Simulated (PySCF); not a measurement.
A geometry optimisation, step by step.

C₂H₉AsSi.
SMILES with atom numbers: `[SiH3:1][CH2:2][CH2:3][AsH2:4]` (hydrogens: H5, H6, H7 on Si1; H8, H9 on C2; H10, H11 on C3; H12, H13 on As4)

Computed by this run: PBE0-D3(BJ)/def2-SVP geometry optimisation, gas phase in PySCF; density fitting, grid level 1; the optimiser is geomeTRIC in internal coordinates, started from a GFN2-xTB structure with every atom displaced at random (about 0.01 Å). The frame can shift and turn from step to step; on so coarse a grid that alone can change the energy by a few meV, and forces under 0.02 eV/Å are noise.

Step 0: E = -70914.5225 eV, largest atomic force 1.278 eV/Å
```
atom  x, y, z in Å  |  force x, y, z in eV/Å
Si1    -1.997   -0.336   -0.676    0.242   0.527   0.347
C2     -0.364   -0.451    0.235    0.293   0.484  -0.069
C3      0.645    0.575   -0.251    0.496  -0.265   1.010
As4     2.418    0.395    0.742   -1.211   0.201   0.357
H5     -2.565    1.028   -0.489   -0.082   0.135   0.009
H6     -2.946   -1.311   -0.158   -0.532  -0.539   0.199
H7     -1.784   -0.538   -2.110    0.066  -0.144  -0.601
H8     -0.504   -0.312    1.307   -0.313  -0.008   0.456
H9      0.052   -1.447    0.128    0.119  -0.689  -0.142
H10     0.835    0.467   -1.306    0.195   0.011  -0.807
H11     0.276    1.587   -0.065    0.016   0.322   0.006
H12     2.790   -0.869    0.037    0.146  -0.596  -0.244
H13     3.150    1.196   -0.265    0.566   0.563  -0.520
```

Step 1: E = -70914.6374 eV, largest atomic force 0.432 eV/Å
```
atom  x, y, z in Å  |  force x, y, z in eV/Å
Si1    -2.141   -0.262   -0.422   -0.049  -0.008  -0.080
C2     -0.473   -0.363    0.457    0.074  -0.110   0.126
C3      0.529    0.665   -0.052    0.046   0.103  -0.224
As4     2.273    0.559    0.895    0.232  -0.034  -0.362
H5     -2.734    1.099   -0.239    0.004   0.009   0.001
H6     -3.116   -1.275    0.095    0.061   0.007   0.029
H7     -1.954   -0.499   -1.889   -0.005   0.012   0.016
H8     -0.641   -0.237    1.542   -0.020   0.000  -0.018
H9     -0.074   -1.388    0.336   -0.055   0.048  -0.025
H10     0.709    0.554   -1.137   -0.061   0.008   0.155
H11     0.155    1.691    0.107    0.014  -0.038  -0.006
H12     2.699   -0.756    0.211   -0.047   0.214   0.123
H13     3.055    1.410   -0.138   -0.193  -0.212   0.267
```

Step 2: E = -70914.6465 eV, largest atomic force 0.056 eV/Å
```
atom  x, y, z in Å  |  force x, y, z in eV/Å
Si1    -2.142   -0.260   -0.423   -0.022   0.002  -0.022
C2     -0.471   -0.361    0.451    0.025  -0.014   0.049
C3      0.531    0.667   -0.062    0.036   0.018  -0.032
As4     2.270    0.554    0.894   -0.014   0.007  -0.016
H5     -2.736    1.100   -0.235    0.001   0.000  -0.004
H6     -3.098   -1.278    0.111    0.011  -0.006   0.014
H7     -1.965   -0.497   -1.890   -0.002   0.006   0.003
H8     -0.638   -0.237    1.536   -0.010   0.003  -0.009
H9     -0.078   -1.386    0.325   -0.015   0.003  -0.020
H10     0.704    0.556   -1.143   -0.013  -0.010   0.009
H11     0.158    1.692    0.098    0.002  -0.006   0.008
H12     2.703   -0.747    0.222   -0.002  -0.007   0.003
H13     3.051    1.394   -0.116    0.002   0.004   0.018
```

Step 3: E = -70914.6470 eV, largest atomic force 0.024 eV/Å
```
atom  x, y, z in Å  |  force x, y, z in eV/Å
Si1    -2.144   -0.259   -0.423   -0.006   0.000  -0.002
C2     -0.470   -0.360    0.447    0.011   0.007   0.013
C3      0.533    0.668   -0.066    0.015   0.005  -0.002
As4     2.267    0.553    0.896   -0.018  -0.008   0.015
H5     -2.740    1.100   -0.234   -0.001   0.000  -0.002
H6     -3.093   -1.280    0.119    0.003  -0.002   0.005
H7     -1.974   -0.496   -1.891   -0.002   0.002  -0.001
H8     -0.637   -0.236    1.532   -0.004   0.000  -0.002
H9     -0.080   -1.385    0.318   -0.005  -0.003  -0.011
H10     0.706    0.555   -1.147   -0.003  -0.007  -0.004
H11     0.161    1.693    0.095   -0.002   0.001   0.001
H12     2.702   -0.749    0.226    0.004  -0.006  -0.003
H13     3.057    1.395   -0.103    0.008   0.011  -0.006
```

Step 4: E = -70914.6473 eV, largest atomic force under 0.02 eV/Å
```
atom  x, y, z in Å  |  force x, y, z in eV/Å
Si1    -2.146   -0.258   -0.424    0.004  -0.001   0.007
C2     -0.469   -0.358    0.443   -0.004   0.011  -0.011
C3      0.536    0.668   -0.071   -0.002  -0.003   0.011
As4     2.264    0.550    0.900   -0.004  -0.003   0.009
H5     -2.744    1.101   -0.232   -0.001   0.000   0.000
H6     -3.089   -1.281    0.126   -0.002   0.001  -0.002
H7     -1.983   -0.495   -1.892   -0.001   0.000  -0.001
H8     -0.636   -0.235    1.527    0.002  -0.004   0.003
H9     -0.083   -1.384    0.310   -0.001  -0.003  -0.002
H10     0.710    0.554   -1.151    0.004  -0.003  -0.002
H11     0.164    1.693    0.090    0.000   0.002  -0.005
H12     2.704   -0.751    0.231    0.002   0.000  -0.004
H13     3.061    1.396   -0.090    0.002   0.003  -0.003
```

Q: Summarise the path.

A: The energy falls by 0.1248 eV from step 0 to step 4; nine tenths of that is first reached at step 1. It falls at every step. The largest force goes from 1.278 to under 0.02 eV/Å. Among the bonds C3–As4 changes most, from 2.040 to 1.986 Å; the atoms move by 0.047 Å rms after alignment.

The cost below is that of the whole optimisation. Time: 26 s of wall time; peak memory 0.52 GiB. Hardware: one thread of an Arm Neoverse V2 (shared host).
